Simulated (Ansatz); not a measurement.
One change: `C[SiH3]` becomes `C[SiH2][AsH2]`.

Ansatz, PBE0-D4/def2-TZVP geometries, multiplicity 1. 

Scalar relativity is left out up to krypton.

```csv
property,`C[SiH3]`
HOMO–LUMO gap (B3LYP/def2-TZVPP) / eV,9.42
HOMO–LUMO gap (PBE0/def2-TZVPP) / eV,9.92
HOMO energy (B3LYP/def2-TZVPP) / eV,-9.00
HOMO–LUMO gap (PBE/def2-TZVPP) / eV,7.82
HOMO energy (ωB97M-V/def2-TZVPP) / eV,-11.49
LUMO energy (PBE/def2-TZVPP) / eV,-0.09
```

(1) What does the change do to each property? (Best estimate.)

Results:

(1) Computed: 
```tsv
property	`C[SiH2][AsH2]`	shift
HOMO–LUMO gap (B3LYP/def2-TZVPP) / eV	7.12	-2.30
HOMO–LUMO gap (PBE0/def2-TZVPP) / eV	7.56	-2.36
HOMO energy (B3LYP/def2-TZVPP) / eV	-7.09	1.91
HOMO–LUMO gap (PBE/def2-TZVPP) / eV	5.70	-2.12
HOMO energy (ωB97M-V/def2-TZVPP) / eV	-9.36	2.13
LUMO energy (PBE/def2-TZVPP) / eV	-0.54	-0.45
```

With PBE0 the HOMO rises by 1.94 eV and the LUMO falls by 0.42 eV, so the gap narrows by about 2.36 eV. PBE moves the HOMO by 1.67 eV and ωB97M-V by 2.13 eV. The zero-point energy changes by 22.6 kJ/mol with +6 modes.

B3LYP here is the variant with VWN-RPA as its local correlation; programs differ in this.
